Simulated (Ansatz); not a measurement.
Two members of one family (Oligo(phenylene vinylene), donor-acceptor), computed with Ansatz in the gas phase. The two geometries come from different levels. Binding counts from free atoms in the multiplicity of their measured ground term, without zero-point energy. The structures are stationary points that may keep the symmetry of their start.

First: CN(C)c1ccc(/C=C/c2ccc(/C=C/c3ccc(/C=C/C#N)cc3)cc2)cc1 (singlet, charge 0, PBE-D4/def2-SVP geometry).

Cartesian coordinates in Å:
```
C -3.4460 -2.9730 8.5554
N -2.2238 -2.2036 8.4270
C -1.4550 -1.8673 9.6070
C -1.7954 -1.7865 7.1824
C -2.5326 -2.0981 6.0008
C -2.0944 -1.6826 4.7478
C -0.9021 -0.9310 4.5781
C -0.4026 -0.4840 3.2878
C -0.9781 -0.6759 2.0640
C -0.4557 -0.2398 0.7773
C 0.7784 0.4432 0.6154
C 1.2307 0.8218 -0.6452
C 0.4860 0.5481 -1.8245
C 1.0198 0.9587 -3.1130
C 0.4412 0.7849 -4.3389
C 0.9909 1.1875 -5.6250
C 2.2592 1.8128 -5.7772
C 2.7429 2.1763 -7.0284
C 1.9881 1.9378 -8.2092
C 2.4480 2.2977 -9.5412
C 3.6296 2.9032 -9.8663
C 3.9909 3.2177 -11.2044
N 4.3083 3.4863 -12.3057
C 0.7240 1.3137 -8.0608
C 0.2405 0.9492 -6.8055
C -0.7507 -0.1291 -1.6627
C -1.2030 -0.5091 -0.4026
C -0.1807 -0.6197 5.7582
C -0.6025 -1.0257 7.0221
H -3.6146 -3.2186 9.6193
H -3.4000 -3.9309 7.9893
H -4.3362 -2.4117 8.1908
H -0.4176 -2.2694 9.5581
H -1.3794 -0.7676 9.7621
H -1.9416 -2.3002 10.4998
H -3.4607 -2.6799 6.0654
H -2.6965 -1.9555 3.8687
H 0.5526 0.0682 3.3366
H -1.9385 -1.2163 2.0117
H 1.3948 0.6752 1.4956
H 2.1948 1.3473 -0.7392
H 2.0022 1.4588 -3.0625
H -0.5444 0.2915 -4.3927
H 2.8785 2.0123 -4.8904
H 3.7308 2.6550 -7.0985
H 1.7607 2.0502 -10.3670
H 4.3643 3.1821 -9.0929
H 0.1177 1.1173 -8.9590
H -0.7459 0.4664 -6.7208
H -1.3647 -0.3657 -2.5446
H -2.1657 -1.0359 -0.3085
H 0.7503 -0.0353 5.6714
H 0.0031 -0.7508 7.8943
```

| level | HOMO (eV) | LUMO (eV) | gap (eV) | binding per atom (eV) |
| --- | --- | --- | --- | --- |
| PBE-D4/def2-SVP | -4.48 | -3.04 | 1.45 | 5.33 |
| PBE0-D4/def2-SVP | -5.23 | -2.49 | 2.74 | 5.21 |

Second: CN(C)c1ccc(/C=C/c2ccc(/C=C/c3ccc(/C=C/c4ccc(/C=C/C#N)cc4)cc3)cc2)cc1 (singlet, charge 0, r2SCAN-D4/def2-SVP geometry).

Cartesian coordinates in Å:
```
C -5.149 -10.625 5.586
N -5.252 -10.186 4.212
C -5.885 -11.035 3.227
C -4.685 -8.993 3.830
C -4.734 -8.550 2.480
C -4.161 -7.347 2.099
C -3.499 -6.506 3.021
C -2.873 -5.247 2.665
C -2.835 -4.662 1.437
C -2.183 -3.413 1.090
C -1.457 -2.618 2.009
C -0.837 -1.444 1.607
C -0.899 -0.984 0.270
C -0.207 0.240 -0.089
C -0.150 0.818 -1.319
C 0.568 2.026 -1.680
C 0.522 2.484 -3.015
C 1.205 3.626 -3.414
C 1.978 4.378 -2.503
C 2.687 5.552 -2.977
C 3.502 6.365 -2.254
C 4.215 7.531 -2.743
C 4.128 8.008 -4.071
C 4.841 9.126 -4.478
C 5.682 9.833 -3.587
C 6.403 10.994 -4.077
C 7.257 11.782 -3.370
C 7.915 12.899 -3.946
N 8.468 13.822 -4.400
C 5.769 9.363 -2.259
C 5.055 8.245 -1.853
C 2.019 3.925 -1.161
C 1.336 2.788 -0.763
C -1.633 -1.772 -0.647
C -2.251 -2.947 -0.246
C -3.454 -6.954 4.359
C -4.023 -8.154 4.763
H -5.661 -11.590 5.698
H -5.623 -9.909 6.282
H -4.098 -10.757 5.904
H -6.281 -11.931 3.723
H -6.729 -10.526 2.727
H -5.178 -11.364 2.442
H -5.228 -9.158 1.721
H -4.225 -7.056 1.046
H -2.380 -4.735 3.501
H -3.335 -5.164 0.601
H -1.372 -2.932 3.053
H -0.278 -0.854 2.340
H 0.325 0.720 0.740
H -0.683 0.339 -2.150
H -0.066 1.920 -3.747
H 1.151 3.952 -4.458
H 2.535 5.774 -4.040
H 3.666 6.140 -1.194
H 3.490 7.496 -4.795
H 4.756 9.473 -5.512
H 6.235 11.249 -5.130
H 7.476 11.589 -2.314
H 6.404 9.879 -1.534
H 5.139 7.898 -0.818
H 2.599 4.477 -0.418
H 1.400 2.475 0.283
H -1.713 -1.461 -1.692
H -2.808 -3.538 -0.979
H -2.949 -6.332 5.106
H -3.952 -8.444 5.812
```

Problem. What does the change do? Estimate second minus first.

Solution. 
```
           level  Δ HOMO (eV)  Δ LUMO (eV)  Δ gap (eV)  Δ binding per atom (eV)
 PBE-D4/def2-SVP         0.09        -0.08       -0.17                     0.05
PBE0-D4/def2-SVP         0.10        -0.08       -0.19                     0.05
```
